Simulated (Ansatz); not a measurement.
The Sn1–O2 bond of SnO is stretched (multiplicity 1).


Cores are frozen in the correlated methods. Filled d and f shells under p-block atoms count as core.

Run with Ansatz (an electronic-structure program) with Gaussian orbitals. Each number belongs to the level named beside it. In def2 rows elements past Kr take small-core potentials, without spin–orbit coupling.

Energies above the point at 1.832 Å (the B3LYP-D3(BJ) bond length), FIC-MRCISD+Q on CASSCF(10,8)/def2-TZVPP (kcal/mol): 22.57 at 1.649 Å; 8.39 at 2.015 Å; 124.05 at 7.327 Å.

Take the last value as the depth D of a Morse curve D(1 − e^(−a(R − R₀)))², fit a and R₀ to the two near points, and test it at 2.473 and 3.206 Å.


With D = 124.0, both near points (counted from the curve's value at 1.832 Å) are met by a = 1.80 Å⁻¹ and R₀ = 1.846 Å, so k = 2Da² = 804 kcal/(mol Å²). The curve then gives 56.6 and 103.4 kcal/mol; the level itself gives 57.2 and 106.9, so Morse is off by -0.6 and -3.5.
